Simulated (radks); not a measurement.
Values are calculated unless marked as measured or tabulated.
Problem. These are the eigenvalues of the occupied orbitals of an atom or ion with whole-number occupations (eV). Level of theory: scalar-relativistic Kohn-Sham, LB94 model potential, spin-polarised, spherical densities, finite nucleus; Fermi nuclear charge, rms radius of each element as measured or else 0.836 A^(1/3) + 0.57 fm (a radial shooting solver on a logarithmic mesh with Libxc functionals).

1s down: -70961.10
1s up: -70960.92
2s up: -13308.24
2s down: -13307.00
2p up: -11804.31
2p down: -11803.54
3s up: -4027.888
3s down: -4027.128
3p up: -3581.387
3p down: -3580.473
3d up: -3071.964
3d down: -3069.699
4s up: -1695.831
4s down: -1689.985
4p up: -1536.018
4p down: -1529.932
4d up: -1340.907
4d down: -1335.226

Which element is it, and in what charge state? The configuration may be excited. Open shells, if any, are filled with parallel spins first.

Solution. Z = 74, tungsten, charge +32: W32+ in [Kr] 4d6. The list shows which subshells hold electrons but not how many an open one holds; the 1s level, -2607.8 hartree, gives Z - s = 72.2 by -(Z - s)^2/2, which with screening and relativity narrows Z to a few neighbours, and the depths of the outer levels then fix element, charge and occupations together.
